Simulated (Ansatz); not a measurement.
Basis-set extrapolation for Cl3F2HSi2 (`F[Si](F)(Cl)[SiH](Cl)Cl`) (PBE0-D4/def2-TZVP geometry, frozen core, Ansatz). Multiplicity 1, RHF reference.

```
                       def2-TZVPP    def2-QZVPP
                 HF  -2156.285193  -2156.351383
    MP2 correlation     -1.282820     -1.410986
CCSD(T) correlation     -1.391551     -1.520100
```

Energies in hartree. Use E(X) = E(∞) + A·exp(−7.88·√X) for Hartree–Fock and E(X) = E(∞) + B·X^(−2.97) for correlation, with X = 3 and 4.

Q: What is the CCSD(T) energy at the basis-set limit?

A: HF limit: -2156.351383 + (-0.066190) × 0.13774 = -2156.36050. Correlation limit: -1.520100 + (-0.128549) × 0.74074 = -1.61532. Total: -2157.97582 hartree, 785.2 kJ/mol below CCSD(T)/def2-TZVPP.
